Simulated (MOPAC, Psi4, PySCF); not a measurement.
Interaction energy of CH3F ··· CH3F (SMILES CF and CF). Monomers: optimised at B3LYP-D3(BJ) (def2-TZVP), held rigid. Orientation: lowest of the rigid-body minima from ten starts at GFN2-xTB. R is the distance of the centres of mass, along which the second monomer moves. The table gives interaction energies.

```
R / Å      A      B      C
-----  -----  -----  -----
2.80    3.03   1.10   0.73
3.03   -0.79   1.31  -2.48
3.23   -1.92  -0.05  -3.19
3.42   -2.17  -0.92  -3.09
3.64   -2.03  -1.05  -2.56
3.86   -1.75  -0.82  -1.90
4.10   -1.43  -0.58  -1.27
4.39   -1.09  -0.43  -0.74
4.94   -0.64  -0.29  -0.35
5.62   -0.36  -0.19  -0.22
6.59   -0.19  -0.12  -0.14
7.90   -0.10  -0.07  -0.08
```

Energies in kcal/mol.

Task: Assign the columns to these levels of theory: PBE-D3(BJ)/def2-TZVP, counterpoise-corrected run with Psi4 1.11; PM3, restricted, heats of formation run with MOPAC; restricted BP86/6-31G*, spherical d, no counterpoise correction in PySCF.

Result: A is PBE-D3(BJ)/def2-TZVP; B is PM3; C is RKS-BP86/6-31G*.
